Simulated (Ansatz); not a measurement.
A nudged elastic band was laid between two geometries of CH$_{9}$BGeOSi (14 atoms, charge 0, multiplicity 1).

Method: Ansatz, RKS BHLYP-D4/def2-SVP.

| Property | Result |
| --- | --- |
| movable images | 5 |
| climbing image | yes |
| spring | 5.0 eV/Å² |
| optimiser | quadratic models (default) |
| start path | IDPP |
| force threshold | 0.05 eV/Å |
| iteration limit | 58 |
| end points | relaxed |

Image 0:

```xyz
14
Properties=species:S:1:pos:R:3
B -0.689 2.049 1.598
O -0.432 1.326 0.501
Si -1.220 0.134 -0.372
C -0.111 -1.355 -0.426
Ge 1.784 -0.950 -0.753
H -1.720 1.887 2.204
H 0.127 2.851 1.962
H -2.521 -0.150 0.276
H -1.444 0.668 -1.732
H -0.460 -2.029 -1.216
H -0.178 -1.906 0.518
H 1.916 0.023 -1.929
H 2.411 -0.328 0.496
H 2.525 -2.247 -1.096
```

Image 6:

```xyz
14
Properties=species:S:1:pos:R:3
B -0.330 1.144 2.413
O -0.234 0.990 1.088
Si -1.211 0.393 -0.134
C -0.303 -1.003 -0.956
Ge 1.599 -0.646 -1.300
H -1.330 0.800 2.994
H 0.597 1.628 3.005
H -2.501 -0.035 0.454
H -1.439 1.500 -1.086
H -0.788 -1.227 -1.912
H -0.371 -1.907 -0.342
H 2.151 -1.717 -2.248
H 1.761 0.730 -1.956
H 2.386 -0.681 0.010
```

**Question.** What changes between the two ends?

**Answer.** No bond is made or broken. The dihedral Si3–C4–Ge5–H13 goes from 73 to -48°. The two ends are copies of one structure, up to a mirror image or an exchange of like atoms.

**Question.** Give the energies along the band, and the barrier.

**Answer.** It converged. The highest image is number 3 of 0 to 6, 1.1 kcal/mol above the ends, which have the same energy within 2 meV. A vibrational analysis at the climbing image gives one clearly imaginary mode, 89i cm⁻¹: a first-order saddle point.

| image | path coordinate (Å) | energy (kcal/mol) | dihedral Si3–C4–Ge5–H13 (°) |
| --- | --- | --- | --- |
| 0 | 0.00 | 0.0 | 73 |
| 1 | 0.92 | 0.3 | 57 |
| 2 | 1.85 | 0.8 | 36 |
| 3 | 2.77 | 1.1 | 15 |
| 4 | 3.59 | 1.0 | -7 |
| 5 | 4.41 | 0.3 | -29 |
| 6 | 5.23 | 0.0 | -48 |

**Question.** What is the geometry of the highest image?

**Answer.** 
```xyz
14
Properties=species:S:1:pos:R:3:forces:R:3
B -0.585 1.307 2.361 0.00 0.00 0.00
O -0.345 1.078 1.066 0.01 0.01 -0.02
Si -1.150 0.408 -0.238 -0.01 -0.01 0.02
C -0.189 -1.083 -0.788 0.00 0.01 0.01
Ge 1.687 -0.735 -1.274 0.01 -0.01 -0.01
H -1.635 0.978 2.855 -0.01 0.00 -0.01
H 0.270 1.839 3.016 0.00 0.00 0.01
H -2.527 0.056 0.182 0.00 0.00 0.00
H -1.200 1.437 -1.297 0.00 0.00 0.00
H -0.689 -1.544 -1.646 0.00 0.00 0.00
H -0.204 -1.821 0.021 0.00 0.00 0.00
H 1.829 -0.767 -2.800 0.00 0.01 0.00
H 2.143 0.635 -0.765 0.00 -0.01 0.00
H 2.583 -1.818 -0.666 0.00 0.00 -0.01
```

**Question.** What are the harmonic wavenumbers there?

**Answer.** 89i, 45, 66, 125, 176, 230, 305, 496, 521, 569, 679, 728, 750, 780, 804, 887, 924, 929, 945, 1005, 1052, 1054, 1108, 1121, 1271, 1437, 1453, 2202, 2205, 2217, 2292, 2315, 2596, 2693, 3140, 3201 cm⁻¹.

The run took 2.8 min on 2 threads of Intel(R) Xeon(R) Platinum 8488C (Sapphire Rapids), on a shared host, peak memory 0.39 GiB.
